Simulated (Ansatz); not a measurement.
Basis-set extrapolation for `O[SiH](F)[Si](O)(O)O` (PBE0-D4/def2-TZVP geometry, frozen core, Ansatz 0.2.0). Multiplicity 1, RHF reference.

```tsv
	def2-TZVPP	def2-QZVPP
HF	-980.172671	-980.211221
MP2 correlation	-1.438003	-1.562015
CCSD(T) correlation	-1.510778	not run
```

Energies in hartree. Use E(X) = E(∞) + A·exp(−7.88·√X) for Hartree–Fock and E(X) = E(∞) + B·X^(−2.97) for correlation, with X = 3 and 4, and add CCSD(T) minus MP2 of the smaller set to the MP2 limit.

Q: What is the CCSD(T) energy at the basis-set limit?

A: HF limit: -980.211221 + (-0.038550) × 0.13774 = -980.21653. MP2 limit: -1.562015 + (-0.124012) × 0.74074 = -1.65388. Higher-order term: -1.510778 − (-1.438003) = -0.07278. Total: -981.94319 hartree, 681.9 kJ/mol below CCSD(T)/def2-TZVPP.
